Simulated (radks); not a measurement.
Species: Ir II. Configuration: [Xe] 4f14 5d7 6s1 (the NIST ground configuration).

Method: Dirac Kohn-Sham, PBE, spin-unpolarised, spherical densities, finite nucleus; open shells are shared between the two j in proportion to 2j + 1; Fermi nuclear charge, rms radius 5.4032 fm; computed with a radial shooting solver on a logarithmic mesh with Libxc functionals.

Energy parts (eV):
total: -485837.01
kinetic: 553324.31
electron-nucleus: -1218447.28
Hartree: 188772.71
exchange-correlation: -9486.75

Orbitals (lengths in bohr, moments of r in powers of bohr; r(max) is where P^2 peaks):
| orbital | occ. | eigenvalue (eV) | r(max) | <r> |
|---|---|---|---|---|
| 1s1/2 | 2 | -75991.38 | 0.01082 | 0.01744 |
| 2s1/2 | 2 | -13291.09 | 0.06251 | 0.07297 |
| 2p1/2 | 2 | -12735.66 | 0.04620 | 0.06017 |
| 2p3/2 | 4 | -11108.17 | 0.05336 | 0.06848 |
| 3s1/2 | 2 | -3114.790 | 0.1759 | 0.1899 |
| 3p1/2 | 2 | -2865.135 | 0.1644 | 0.1801 |
| 3p3/2 | 4 | -2508.789 | 0.1790 | 0.1954 |
| 3d3/2 | 4 | -2090.660 | 0.1397 | 0.1705 |
| 3d5/2 | 6 | -2013.648 | 0.1437 | 0.1752 |
| 4s1/2 | 2 | -670.9429 | 0.3978 | 0.4233 |
| 4p1/2 | 2 | -565.4495 | 0.3965 | 0.4267 |
| 4p3/2 | 4 | -481.1759 | 0.4268 | 0.4604 |
| 4d3/2 | 4 | -307.9567 | 0.4211 | 0.4719 |
| 4d5/2 | 6 | -292.3117 | 0.4306 | 0.4832 |
| 4f5/2 | 6 | -72.0518 | 0.3927 | 0.5314 |
| 4f7/2 | 8 | -68.9326 | 0.3974 | 0.5391 |
| 5s1/2 | 2 | -106.0000 | 0.8919 | 0.9792 |
| 5p1/2 | 2 | -72.8833 | 0.9475 | 1.065 |
| 5p3/2 | 4 | -59.3188 | 1.028 | 1.165 |
| 5d3/2 | 2.8 | -16.0956 | 1.276 | 1.633 |
| 5d5/2 | 4.2 | -14.8294 | 1.316 | 1.698 |
| 6s1/2 | 1 | -13.5634 | 2.326 | 2.706 |
| 6p1/2 | 0 | -7.9516 | 2.847 | 3.408 |
| 6p3/2 | 0 | -6.9495 | 3.152 | 3.746 |

The highest occupied level is 6s1/2 at -13.563 eV. For comparison, the ionisation energy in NIST's Atomic Spectra Database is 17.0 eV (semi-empirical). In exact Kohn-Sham theory the highest level is minus the ionisation energy, but local and semilocal functionals leave it too shallow, through self-interaction and a potential that decays too fast; potentials with the right tail come closer.

Beside tabulated values, note that spin-unpolarised runs miss the spin-polarisation part of the exchange energy of open shells.
